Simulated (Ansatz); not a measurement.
`N[SiH](O)S` + PH₃ → `O[SiH](P)S` + NH₃  (ligand exchange at the Si–N bond)

Calculated with Ansatz (gas phase, PBE0-D4/def2-TZVP geometries, no zero-point term in ΔE). CCSD(T)/CBS is the MP2 limit (def2-TZVPP, def2-QZVPP) plus CCSD(T) − MP2 in def2-TZVPP, frozen cores. This one scheme is used for every species. DFT in def2-TZVPP. B3LYP here is the variant with VWN-RPA as its local correlation; programs differ in this. HSE06 is defined as in plane-wave codes. One conformer a species, not always the lowest.

```
             level  ΔE (kJ/mol)  difference from CCSD(T)/CBS
       LDA (SPW92)         37.8                         -4.4
            PBE-D4         28.1                        -14.1
         revPBE-D4         27.8                        -14.4
           BLYP-D4         39.1                         -3.1
         r2SCAN-D4         39.5                         -2.7
            B97M-V         39.9                         -2.3
           PBE0-D4         33.6                         -8.6
          B3LYP-D4         43.2                          1.0
        r2SCANh-D4         40.6                         -1.6
        r2SCAN0-D4         42.3                          0.1
          HSE06-D4         33.4                         -8.8
          BHLYP-D4         49.5                          7.3
      CAM-B3LYP-D4         51.3                          9.1
           ωB97M-V         46.8                          4.6
            B2PLYP         47.4                          5.2
          PBE-QIDH         41.5                         -0.7
               PBE         30.6                        -11.6
            revPBE         28.6                        -13.6
              BLYP         43.5                          1.3
            r2SCAN         40.1                         -2.1
             B3LYP         47.4                          5.2
           r2SCAN0         43.1                          0.9
             HSE06         35.8                         -6.4
             BHLYP         54.9                         12.7
         CAM-B3LYP         54.0                         11.8
       HF/def2-SVP         62.3                         20.1
      MP2/def2-SVP         48.3                          6.1
     CCSD/def2-SVP         50.4                          8.2
  CCSD(T)/def2-SVP         47.7                          5.5
     HF/def2-TZVPP         63.5                         21.3
    MP2/def2-TZVPP         44.6                          2.4
SCS-MP2/def2-TZVPP         49.0                          6.8
   CCSD/def2-TZVPP         49.0                          6.8
CCSD(T)/def2-TZVPP         45.3                          3.1
     HF/def2-QZVPP         64.2                         22.0
    MP2/def2-QZVPP         43.1                          0.9
SCS-MP2/def2-QZVPP         47.5                          5.3
      HF/CBS(def2)         64.3                         22.1
     MP2/CBS(def2)         41.5                         -0.7
    CCSD/CBS(def2)         45.9                          3.7
       CCSD(T)/CBS         42.2                            0
```

What do rigid-rotor, harmonic-oscillator terms from PBE0-D4/def2-TZVP frequencies (298.15 K, 1 bar) make of the CCSD(T)/CBS value? (Best estimate.)

The calculation gave: ΔZPE = +6.0 kJ/mol, ΔH = +49.3 kJ/mol, ΔS = -1 J/(mol·K), ΔG = +49.7 kJ/mol.

Largest T1 diagnostic among the species: 0.013.

In def2-TZVPP, CCSD(T) changes the Hartree–Fock value by −18.2 kJ/mol (the triples alone add −3.7 kJ/mol) and MP2 by −18.9 kJ/mol. The D4 term adds −4.2 kJ/mol with B3LYP and −2.4 kJ/mol with PBE0; it sums over pairs of atoms, weighted by their polarisabilities, and B3LYP, whose exchange is more repulsive, gets the larger term. At CCSD(T), def2-SVP lies +5.5 kJ/mol from the extrapolated value and def2-TZVPP +3.1 kJ/mol.
